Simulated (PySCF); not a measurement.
C₃H₅BF₂O.
Structure used (PBE0-D3(BJ)/def2-SVP), in Å, numbered top down from 1:
```
atom  x, y, z in Å
C1     0.505   -1.236   -0.310
C2     0.455    0.109   -0.252
O3    -0.532    0.850    0.293
C4    -1.608    0.177    0.879
B5     1.615    0.971   -0.843
F6     1.615    2.284   -0.771
F7     2.642    0.393   -1.437
H8    -0.269   -1.894    0.089
H9     1.368   -1.705   -0.782
H10   -2.288    0.943    1.274
H11   -1.275   -0.474    1.708
H12   -2.150   -0.443    0.142
```

The calculation used PBE0-D3(BJ)/def2-SVP geometry optimisation, gas phase in PySCF.

Masses are those of the commonest isotopes; rigid-rotor values at the optimised geometry. The values belong to one conformer with, in the numbering `[CH2:1]=[C:2]([O:3][CH3:4])[B:5]([F:6])[F:7]`, C1–C2–O3–C4 1°.

Task: Give the principal moments of inertia and the rotational constants in cm⁻¹.

Result: Ia = 105.03, Ib = 282.57, Ic = 384.32 u·Å²; 505379 MHz·u·Å²/I gives 4812, 1789 and 1315 MHz, that is A = 0.16050, B = 0.05966, C = 0.04386 cm⁻¹.

Task: Classify the top.

Result: An asymmetric top: κ = (2 × 1789 − 4812 − 1315)/(4812 − 1315) = -0.73.

Task: What does the inertial defect say?

Result: Not planar: Δ = Ic − Ia − Ib = -3.28 u·Å². For a rigid frame Δ = −2 Σ m c², so Σ m c² = 1.64 u·Å² lies off the ab plane: 1.62 from hydrogen and 0.02 from heavier atoms. The atom farthest from that plane is 0.91 Å away.

Task: Give the other two planar moments, Paa and Pbb, and the rms extents of the mass along the axes.

Result: Paa = Σ m a² = (Ib + Ic − Ia)/2 = 280.93 and Pbb = Σ m b² = (Ia + Ic − Ib)/2 = 103.39 u·Å². With the mass M = 106.04 u, the rms extents √(P/M) along a, b and c are 1.63, 0.99, 0.12 Å.

Task: Where do the levels up to J = 2 lie, in cm⁻¹?

Result: Above 0(0,0):
J = 1: 1(0,1) 0.1035, 1(1,1) 0.2044, 1(1,0) 0.2202
J = 2: 2(0,2) 0.3089, 2(1,2) 0.3956, 2(1,1) 0.4430, 2(2,1) 0.7455, 2(2,0) 0.7472
The levels of one J sum to (2J + 1)J(J + 1)(A + B + C)/3.

Task: Which lines would a microwave search look for?

Result: The dipole components are |μa| = 2.45 D, |μb| = 1.05 D, |μc| = 0.03 D. The squared components, which scale the intensities, stand as 1.00 : 0.18 : 0.00 (a : b : c). Some lines, for components of 0.1 D or more:

| type | branch | J(Ka,Kc) | MHz | lower level (cm⁻¹) |
| --- | --- | --- | --- | --- |
| a | Q | 1(1,0) ← 1(1,1) | 474 | 0.204 |
| b | R | 2(0,2) ← 1(1,1) | 3132 | 0.204 |
| b | Q | 1(1,0) ← 1(0,1) | 3497 | 0.104 |
| b | Q | 2(1,1) ← 2(0,2) | 4022 | 0.309 |
| a | R | 2(1,2) ← 1(1,1) | 5734 | 0.204 |
| b | R | 1(1,1) ← 0(0,0) | 6127 | 0.000 |
| a | R | 2(1,1) ← 1(1,0) | 6681 | 0.220 |
| b | Q | 3(2,1) ← 3(1,2) | 8646 | 0.776 |
| b | R | 2(1,2) ← 1(0,1) | 8757 | 0.104 |
| a | R | 3(0,3) ← 2(0,2) | 9109 | 0.309 |
| b | Q | 2(2,0) ← 2(1,1) | 9121 | 0.443 |
| a | R | 3(2,2) ← 2(2,1) | 9311 | 0.746 |
| a | R | 3(2,1) ← 2(2,0) | 9512 | 0.747 |
| a | R | 3(1,2) ← 2(1,1) | 9987 | 0.443 |
| b | Q | 2(2,1) ← 2(1,2) | 10490 | 0.396 |
| b | R | 3(1,3) ← 2(0,2) | 11171 | 0.309 |
| b | Q | 3(2,2) ← 3(1,3) | 11231 | 0.681 |
| b | R | 2(2,1) ← 1(1,0) | 15750 | 0.220 |
| b | R | 2(2,0) ← 1(1,1) | 16275 | 0.204 |
| b | Q | 3(3,1) ← 3(2,2) | 16330 | 1.056 |
| b | R | 3(2,2) ← 2(1,1) | 18380 | 0.443 |
| b | R | 3(2,1) ← 2(1,2) | 20054 | 0.396 |
| b | R | 3(3,1) ← 2(2,0) | 25590 | 0.747 |

No PBE0-D3(BJ)/def2-SVP frequencies stand behind this structure, so it isn't proved a minimum. Zero-point vibration and centrifugal distortion are left out. A rigid rotor knows nothing of internal rotation, which can split or shift real lines. Quadrupole hyperfine structure (11B) is left out.
